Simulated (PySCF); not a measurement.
Electron affinity of Rh by level of theory

Rh⁻ [Kr] 4d8 5s2 (3F) → Rh [Kr] 4d8 5s1 (4F), as a difference of total energies. All numbers are calculated (PySCF 2.14, the spin-free X2C one-electron Hamiltonian (Gaussian nucleus), in aug-cc-pVTZ-DK). Correlated levels: valence: [Kr] frozen. The calculations carry no spin-orbit coupling.

```
           method  electron affinity (eV)
              UHF                  -0.068
    MP2 (valence)                   0.756
SCS-MP2 (valence)                   0.832
   CCSD (valence)                   0.927
CCSD(T) (valence)                   1.060
```

Errors of the correlated levels include the incompleteness of this basis and the frozen core.

A negative affinity means that the anion lies above the atom at that level of theory.

The coupled-cluster amplitudes are large for Rh⁻ (T1 above 0.03 or a double amplitude above 0.15), so a single reference is strained.

For comparison: 1.143 eV (measured; photodetachment measurements, as compiled on the Wikipedia data page of electron affinities).
